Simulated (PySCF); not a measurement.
C₂H₇Cl₂NSi. Atoms are numbered in the order given.

```xyz
13

C     -2.1299     0.8062     1.2967
C     -1.3246     0.7523    -0.0138
N     -1.8047    -0.1802    -1.0301
Si     0.5010     0.3482     0.3120
Cl     1.6636     0.6532    -1.3745
Cl     0.5819    -1.6666     0.8576
H     -3.1910     1.0601     1.0874
H     -2.1130    -0.1778     1.8108
H     -1.7361     1.5662     2.0044
H     -1.2984     1.7712    -0.4668
H     -2.7765     0.0371    -1.2876
H     -1.8095    -1.1364    -0.6496
H      1.0967     1.1431     1.4334
```
Charge 0, spin multiplicity 1.

Coordinates come from a PBE-D3(BJ)/def2-SVP optimisation. The structure was generated by enumeration; whether it is a known compound was not checked. Other conformers were not sampled.

Computed with PBE/pcSseg-1 in PySCF.

GIAO shieldings, no solvent; atoms listed in one row are averaged. δ = σ(ref) − σ: ¹³C against TMS (σ = 182.0 ppm); ¹⁵N against NH3 (σ = 267.0 ppm); ²⁹Si against TMS (σ = 335.4 ppm); ³⁵Cl against HCl (σ = 936.5 ppm); ¹H against TMS (σ = 31.49 ppm), references at their B3LYP-D3(BJ)/def2-TZVP geometries, non-relativistic (without spin–orbit terms, shifts of atoms bonded to Cl or Br come out too high).

### Question
Estimate the chemical shifts. (The exact figures need the calculation; the answer reports its results.)

### Answer

```json
[
 {"nucleus": "¹³C", "atoms": "C2", "count": "1", "δ (ppm)": "51.9"},
 {"nucleus": "¹³C", "atoms": "C1", "count": "1", "δ (ppm)": "27.3"},
 {"nucleus": "¹⁵N", "atoms": "N3", "count": "1", "δ (ppm)": "52.8"},
 {"nucleus": "²⁹Si", "atoms": "Si4", "count": "1", "δ (ppm)": "33.0"},
 {"nucleus": "³⁵Cl", "atoms": "Cl5", "count": "1", "δ (ppm)": "89.0"},
 {"nucleus": "³⁵Cl", "atoms": "Cl6", "count": "1", "δ (ppm)": "39.2"},
 {"nucleus": "¹H", "atoms": "H13", "count": "1", "δ (ppm)": "6.34"},
 {"nucleus": "¹H", "atoms": "H10", "count": "1", "δ (ppm)": "3.01"},
 {"nucleus": "¹H", "atoms": "H7, H8, H9", "count": "3", "δ (ppm)": "1.62"},
 {"nucleus": "¹H", "atoms": "H12", "count": "1", "δ (ppm)": "1.18"},
 {"nucleus": "¹H", "atoms": "H11", "count": "1", "δ (ppm)": "1.03"}
]
```
